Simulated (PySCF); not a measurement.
**A survey of 33S NMR shifts**

Averaged over atoms made equivalent by symmetry, fast rotation or ring inversion, a single conformation, no solvent, no relativistic terms. NMR shieldings at PBE0/pcSseg-1/GIAO; GFN2-xTB structure; PySCF 2.14.0 with density-fitted response routines.

Shieldings were converted by a linear fit to measured shifts: 33S: δ = 158.28 − 0.937σ (rms 33.3 ppm, 20 shifts vs sulfate, solution or neat liquid). Occasional misses reach two or three times the rms, and more in compound classes unlike the fitted ones.

Problem. Give the 33S shifts of `C[Si]1(C)C[C@@H](S)CO1`, `CC(C)[C@@H]1CO[SiH2]S1`.

Solution. 
```json
{"compound": "C[Si]1(C)C[C@@H](S)CO1", "environment": "thiol sulfur", "δ (ppm)": "-324"}
{"compound": "CC(C)[C@@H]1CO[SiH2]S1", "environment": "sulfur bonded to C, Si, in a 5-membered ring", "δ (ppm)": "-431"}
```

Problem. Order these by 33S shift, lowest first.
A. CS[SiH2]/C(CF)=C(/C)F
B. COC[SiH2]SC1CC1
C. CC(=O)CSCC[SiH3]
D. CCc1sncc1F
E. C[Si@@H](P)SC1(C)CC1

Solution. A (-498 ppm, sulfur bonded to C, Si), B (-442 ppm, sulfur bonded to C, Si), E (-348 ppm, sulfur bonded to C, Si), C (-265 ppm, sulfide sulfur), D (19 ppm, aromatic ring sulfur).
